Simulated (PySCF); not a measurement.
**I: excitation energy**

I [Kr] 4d10 5s2 5p5 (2P) → I [Kr] 4d10 5s1 5p5 5d1 (high-spin determinant), as a difference of total energies. All numbers are calculated (PySCF 2.14, the spin-free X2C one-electron Hamiltonian (Gaussian nucleus), in aug-cc-pVTZ-DK3 (8s7p5d2f, 68 functions)). Correlated levels: valence: [Kr] 4d10 frozen. The calculations carry no spin-orbit coupling.

```json
{"method": "UHF", "excitation energy (cm⁻¹)": "161780"}
{"method": "LDA", "excitation energy (cm⁻¹)": "157620"}
{"method": "PBE", "excitation energy (cm⁻¹)": "154710"}
{"method": "PBE0", "excitation energy (cm⁻¹)": "157970"}
{"method": "r2SCAN", "excitation energy (cm⁻¹)": "157180"}
{"method": "TPSSh", "excitation energy (cm⁻¹)": "156940"}
{"method": "r2SCANh", "excitation energy (cm⁻¹)": "158120"}
{"method": "M06-L", "excitation energy (cm⁻¹)": "155450"}
{"method": "B3LYP", "excitation energy (cm⁻¹)": "158630"}
{"method": "MP2 (valence)", "excitation energy (cm⁻¹)": "155970"}
{"method": "SCS-MP2 (valence)", "excitation energy (cm⁻¹)": "155260"}
```

A first-order spin-orbit estimate (lowest level to lowest level, LS coupling) adds -0.015 eV.

The upper state lies above the first ionisation limit, where it may autoionise and the basis confines it.

The promoted electron is Rydberg-like, and one or two diffuse shells describe it only roughly, which tends to raise the upper state.

In the upper state the promoted electron has a positive orbital energy at LDA, PBE, r2SCAN, M06-L, so the basis confines it.

The determinant of the upper state mixes LS terms, which raises its energy above the lowest term, most at the Hartree-Fock and MP2 levels.
